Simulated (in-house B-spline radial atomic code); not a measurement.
Ionising V⁸⁺ with different functionals

Computed with an all-electron radial atomic-structure program (B-spline basis): non-relativistic Hamiltonian, point nucleus, spin-polarised at highest spin, spherical fractional occupations for the functionals, the average over the highest-spin determinants for Hartree-Fock. The ionisation energy is the difference of two self-consistent energies, [Ne] 3s2 3p3 → [Ne] 3s2 3p2, without Breit or QED terms; ε is the level of the shell that loses the electron (its least bound occupied spin orbital).

Hybrids are left out here: with spherical fractional occupations of an open shell their exact exchange keeps a self-interaction that integer-occupation calculations don't have.

| method | rung | ΔSCF (eV) | -ε(3p) (eV) |
| --- | --- | --- | --- |
| Hartree-Fock | Hartree-Fock | 203.55 | 204.10 |
| LDA VWN5 | LDA | 203.99 | 191.50 |
| LDA PW92 | LDA | 203.98 | 191.48 |
| LDA exchange-only | LDA | 202.45 | 190.00 |
| PBE | GGA | 204.18 | 191.73 |
| PBEsol | GGA | 204.01 | 191.55 |
| BLYP | GGA | 203.99 | 191.47 |
| RPBE | GGA | 204.19 | 191.75 |
| PW91 | GGA | 204.31 | 191.85 |
| BP86 | GGA | ? | ? |
| AM05 | GGA | 203.94 | 191.46 |
| OLYP | GGA | 204.76 | 192.28 |
| TPSS | meta-GGA | 204.50 | 192.12 |
| SCAN | meta-GGA | 205.22 | 193.03 |
| r2SCAN | meta-GGA | 205.16 | 192.99 |
| M06-L | meta-GGA | 205.13 | 192.85 |
| revTPSS | meta-GGA | ? | ? |

Problem. What does revTPSS give?

Solution. ΔSCF 204.37 eV, and -ε(3p) = 192.00 eV.

Problem. What does BP86 give?

Solution. ΔSCF 204.20 eV, and -ε(3p) = 191.73 eV.

Problem. How do they compare with the NIST value?

Solution. NIST lists 206.0 eV ± 0.4 (semi-empirical, ground level to ground level). Errors run from -3.55 to -0.78 eV; SCAN is closest (-0.78 eV), though others lie within the uncertainty of it, and part of that can be cancellation, since the calculations leave out relativity, Breit-QED terms, multiplet and fine-structure energies. Hartree-Fock also lacks correlation.
